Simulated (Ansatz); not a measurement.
`C[CH](C)[In]([CH](C)C)[CH](C)C` + `O[SiH](F)F` → `CC(C)O[SiH](F)F` + `C[CH](C)[InH][CH](C)C`  (substitution at a C–In bond)

Calculated with Ansatz (gas phase, PBE0-D4/def2-TZVP geometries, no zero-point term in ΔE). CBS: MP2 limit from def2 TZ/QZ plus the TZ coupled-cluster correction, frozen cores. DFT in def2-TZVPP. B3LYP here is the variant with VWN-RPA as its local correlation; programs differ in this. def2 core potentials past Kr. For In outer-core shells are correlated without core-valence functions, which leaves a few kJ/mol of doubt a bond. Each species was taken in one conformer, which may not be the lowest.

| level | ΔE (kJ/mol) | difference from CCSD(T)/CBS |
| --- | --- | --- |
| ωB97X-V | 19.4 | -18.8 |
| PBE | 27.7 | -10.5 |
| B3LYP | 18.4 | -19.8 |
| MP2/def2-TZVPP | 49.8 | 11.6 |
| SCS-MP2/def2-TZVPP | 39.0 | 0.8 |
| CCSD(T)/def2-TZVPP | 36.3 | -1.9 |
| SCS-MP2/def2-QZVPP | 39.9 | 1.7 |
| HF/CBS(def2) | -3.2 | -41.4 |
| MP2/CBS(def2) | 51.7 | 13.5 |
| CCSD/CBS(def2) | 33.3 | -4.9 |
| CCSD(T)/CBS | 38.2 | 0 |

Largest T1 diagnostic among the species: 0.011.

From PBE to PBE0 (25 % exact exchange), in def2-TZVPP and without D4, ΔE moves by −4.0 kJ/mol. The D4 term adds +4.6 kJ/mol with B3LYP and +3.5 kJ/mol with PBE0; it sums over pairs of atoms, weighted by their polarisabilities, and B3LYP, whose exchange is more repulsive, gets the larger term.
